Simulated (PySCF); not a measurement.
# Computed data sheet: `[SiH2](C)C[C@](C)(C#C)S[SiH3]`

C6H14SSi2.
SMILES with atom numbers: `[CH:1]#[C:2][C@@:3]([CH3:4])([CH2:5][SiH2:6][CH3:7])[S:8][SiH3:9]` (hydrogens: H10 on C1; H11, H12, H13 on C4; H14, H15 on C5; H16, H17 on Si6; H18, H19, H20 on C7; H21, H22, H23 on Si9)

Structure used (GFN2-xTB), in Å, numbered top down from 1:
```
atom  x, y, z in Å
C1    -1.223    2.179   -0.707
C2    -0.917    1.075   -0.358
C3    -0.588   -0.248    0.112
C4    -0.851   -1.296   -0.959
C5     0.843   -0.298    0.634
Si6    2.199    0.076   -0.655
C7     3.805    0.397    0.300
S8    -1.687   -0.623    1.603
Si9   -3.681   -0.162    1.006
H10   -1.470    3.146   -1.032
H11   -0.222   -1.103   -1.826
H12   -0.624   -2.285   -0.568
H13   -1.892   -1.274   -1.277
H14    1.006   -1.286    1.068
H15    0.925    0.416    1.457
H16    1.839    1.248   -1.461
H17    2.384   -1.077   -1.549
H18    4.620    0.628   -0.378
H19    3.701    1.234    0.985
H20    4.100   -0.470    0.884
H21   -4.428   -0.464    2.214
H22   -3.766    1.239    0.620
H23   -4.078   -1.026   -0.103
```

Structural features include: alkyne, Si–H bond and C–Si bond.

**GFN2-xTB geometry**

```yaml
Point_group_of_the_GFN2-xTB_geometry: C1
Rotational_constants_A_B_C_of_the_GFN2-xTB_geometry: 2.016, 0.485, 0.454 GHz
```

PBE0/pcSseg-1 ground state and GIAO shieldings, non-relativistic (PySCF):

```yaml
Dipole_moment: 1.12 D
HOMO_energy: -6.88 eV
LUMO_energy: -0.14 eV
HOMO–LUMO_gap: 6.74 eV
Lowest_Hirshfeld_atomic_charge: -0.21 e on C7
Highest_Hirshfeld_atomic_charge: +0.35 e on Si6
13C_chemical_shifts_computed_TMS_as_zero_by_class: 91.7 (C2), 83.6 (C1), 45.7 (C3), 33.8 (C5), 33.7 (C4), -7.2 (C7) ppm
1H_chemical_shifts_computed_TMS_as_zero_by_class: 4.60 (H16), 4.58 (H21/H22/H23), 4.31 (H17), 2.36 (H10), 1.72 (H15), 1.71 (H11/H12/H13), 1.54 (H14), 0.16 (H18/H19/H20) ppm
Isotropic_shieldings_of_nuclei_other_than_C_and_H_by_class: 396 (Si6), 413 (Si9), 493 (S8) ppm
Mayer_bond_orders_between_heavy_atoms: C1–C2 2.51, C2–C3 0.81, C3–C4 0.99, C3–C5 1.03, C5–Si6 0.87, Si6–C7 0.96, C3–S8 1.03, S8–Si9 0.96
```

Monoisotopic mass (most abundant isotopes): 174.0355 u.

The rotational constants make it an asymmetric top with κ = (2B − A − C)/(A − C) = -0.96, nearer the prolate limit (−1). With B = h/(8π²I), that is 505.379 GHz u Å² over I, the principal moments of inertia are 250.7, 1041.5 and 1112.5 u Å² (most abundant isotopes); the inertial defect Ic − Ia − Ib is -179.7 u Å² (zero for a rigid planar frame, negative otherwise). The dipole matches unit charges of opposite sign 0.23 Å apart (1 e·Å = 4.8032 D).

Geometry: GFN2-xTB, one conformer, isolated molecule. GFN2-xTB frequencies show an imaginary mode (35i cm⁻¹), so this geometry is no minimum at that level. NMR classes are plain means over equivalent atoms (diastereotopic ones count apart unless rotation or inversion swaps them), as if these changed places fast; in this geometry the members of some classes differ.

For the NMR shielding job (PBE0/pcSseg-1), hardware: Intel Xeon at 2.50 GHz, one thread, shared host. Cost: 3.2 min wall (grids of density and orbitals included), 1.2 GiB resident at most.
